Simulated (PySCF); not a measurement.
All of these have the formula C5H7FO2. Computed with TDDFT PBE0/def2-SVPD, vertical, gas phase, core orbitals frozen in the response in PySCF. Geometries: GFN2-xTB; one conformer of each isolated species. Triplets are in the Tamm–Dancoff approximation.

A. `C/C=C(/OC)C(=O)F`
B. `CO[C@]1(F)C=COC1`
C. `O=C1CCC[C@@H](F)O1`

Lowest singlet levels (six at most, fewer where fewer were computed) with oscillator strengths:

1. 193 nm (f 0.184); 187 nm (f 0.027); 173 nm (f 0.004); 171 nm (f 0.003); 168 nm (f 0.003); 162 nm (f 0.004); T1 4.17 eV
2. 252 nm (f 0.149); 237 nm (f 0.001); 189 nm (f 0.017); 179 nm (f 0.000); 178 nm (f 0.000); 170 nm (f 0.007); T1 3.05 eV
3. 219 nm (f 0.002); 165 nm (f 0.002); 159 nm (f 0.053); 151 nm (f 0.027); 148 nm (f 0.068); 146 nm (f 0.051); T1 5.08 eV

Question: Which spectrum belongs to which structure?

Answer: 1 = B, 2 = A, 3 = C.
- A: S1 at 4.91 eV, HOMO→LUMO (97%); Löwdin shares by element: HOMO carbon 53% or more, oxygen 28% or more (atoms not listed hold the other 19%); LUMO carbon 60% or more, oxygen 20% or more (atoms not listed hold the other 20%); HOMO -7.21 and LUMO -1.72 eV.
- B: S1 at 6.41 eV, HOMO→LUMO (92%); Löwdin shares by element: HOMO carbon 52% or more, oxygen 33%; LUMO carbon 60% or more, oxygen 10% or more, hydrogen 7% or more (atoms not listed hold the other 22%); HOMO -7.01 and LUMO 0.09 eV.
- C: S1 at 5.66 eV, HOMO→LUMO (93%); S1 has the pattern of n→π* at C=O; HOMO -8.10 and LUMO -0.19 eV.
